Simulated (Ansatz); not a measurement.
CdMe2 (C2H6Cd). Total charge 0; singlet. Geometry PBE0-D4/def2-TZVP, basis def2-TZVP, Ansatz.

```xyz
9

Cd    0.000    0.000    0.000
C     0.121    1.156   -1.765
H    -0.734    1.831   -1.843
H     0.131    0.513   -2.648
H     1.033    1.756   -1.769
C    -0.121   -1.156    1.765
H    -0.043   -0.519    2.648
H     0.686   -1.891    1.800
H    -1.073   -1.690    1.812
```

```tsv
run	HOMO (eV)	LUMO (eV)
A	-5.69	-0.59
B	-6.84	0.00
C	-5.95	-0.34
D	-5.77	-0.68
E	-9.09	1.64
F	-8.98	1.26
```

In the def2 sets Cd takes a core potential; there is no spin–orbit coupling.

Question: The runs used PBE, PBE0, r2SCAN, revPBE, ωB97M-V, ωB97X-V. Estimate which is which.

Answer: A revPBE (0 % exact exchange); B PBE0 (25 % exact exchange); C r2SCAN (0 % exact exchange); D PBE (0 % exact exchange); E ωB97X-V (range-separated); F ωB97M-V (range-separated). Exact exchange lowers occupied and raises empty levels; among semilocal functionals meta-GGAs tend to open the gap a little, and such runs are hard to tell apart. The gap grows from 5.09 eV (PBE) to 10.73 eV (ωB97X-V).
